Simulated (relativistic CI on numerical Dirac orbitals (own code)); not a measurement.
**Sensitivity of the levels of Se XIV to α and to the nuclear radius**

These numbers are calculated, not measured: Dirac-Coulomb-Breit CI, separate exchange-only KLI orbitals for each configuration, derivatives by finite differences, unscaled Slater integrals, QED left out (own radial code, finite nucleus).

Configuration list (outside the closed core [Ne]): 3s2.3p6.3d3, 3s2.3p5.3d4, 3s.3p6.3d4, 3p6.3d5, 3s2.3p6.3d2.4s, 3s2.3p6.3d2.4p, 3s2.3p6.3d2.4d, 3s2.3p6.3d.4s2. Levels of other configurations are missing.

With x = (α/α₀)² − 1 an excitation energy changes as ω = ω₀ + qx; K = 2q/ω₀ is the relative enhancement. Terms are leading LS components, so labels can repeat. The field-shift factor is F = δν/δ⟨r²⟩ for the transition from the lowest level.

Lowest level 3s2.3p6.3d3 4F_3/2.

| Level | ω₀ (cm⁻¹) | q (cm⁻¹) | K | F (GHz/fm²) |
| --- | --- | --- | --- | --- |
| 3s2.3p6.3d3 4F_5/2 | 3854 | 4467 | 2.32 | 0.0206 |
| 3s2.3p6.3d3 4F_7/2 | 8458 | 9076 | 2.15 | 0.0424 |
| 3s2.3p6.3d3 4F_9/2 | 13407 | 13210 | 1.97 | 0.0625 |
| 3s2.3p6.3d3 4P_3/2 | 41163 | 2095 | 0.102 | 0.0112 |
| 3s2.3p6.3d3 4P_1/2 | 41367 | 4246 | 0.205 | 0.017 |
| 3s2.3p6.3d3 2G_7/2 | 45913 | 6812 | 0.297 | 0.0604 |
| 3s2.3p6.3d3 4P_5/2 | 47516 | 10900 | 0.459 | 0.0459 |
| 3s2.3p6.3d3 2G_9/2 | 48826 | 7501 | 0.307 | 0.0718 |
| 3s2.3p6.3d3 2D_3/2 | 57730 | 6885 | 0.239 | 0.0476 |
| 3s2.3p6.3d3 2P_1/2 | 60946 | 9754 | 0.32 | 0.0787 |
| 3s2.3p6.3d3 2H_9/2 | 64519 | 13650 | 0.423 | 0.125 |
| 3s2.3p6.3d3 2H_11/2 | 65277 | 11110 | 0.341 | 0.123 |
| 3s2.3p6.3d3 2D_5/2 | 67893 | 13190 | 0.389 | 0.0676 |
| 3s2.3p6.3d3 2P_3/2 | 72156 | 19440 | 0.539 | 0.116 |
| 3s2.3p6.3d3 2F_7/2 | 99473 | 9181 | 0.185 | 0.0971 |
| 3s2.3p6.3d3 2F_5/2 | 101288 | 10090 | 0.199 | 0.101 |
| 3s2.3p6.3d3 2D_5/2 | 154735 | 11040 | 0.143 | 0.176 |
| 3s2.3p6.3d3 2D_3/2 | 156339 | 11760 | 0.15 | 0.174 |
| 3s2.3p5.3d4 6D°_7/2 | 670960 | 24050 | 0.0717 | 0.877 |
| 3s2.3p5.3d4 6D°_9/2 | 671260 | 26110 | 0.0778 | 0.9 |
| 3s2.3p5.3d4 6D°_5/2 | 672656 | 24720 | 0.0735 | 0.845 |
| 3s2.3p5.3d4 6D°_3/2 | 675618 | 27890 | 0.0826 | 0.808 |
| 3s2.3p5.3d4 6D°_1/2 | 678732 | 32760 | 0.0965 | 0.776 |

At this charge energies of transitions that change n are usually good to better than 1 %, and those within a shell (Δn = 0) to a few per cent. Terms inside the open d or f shell come out 10 to 20 % too wide with unscaled integrals.
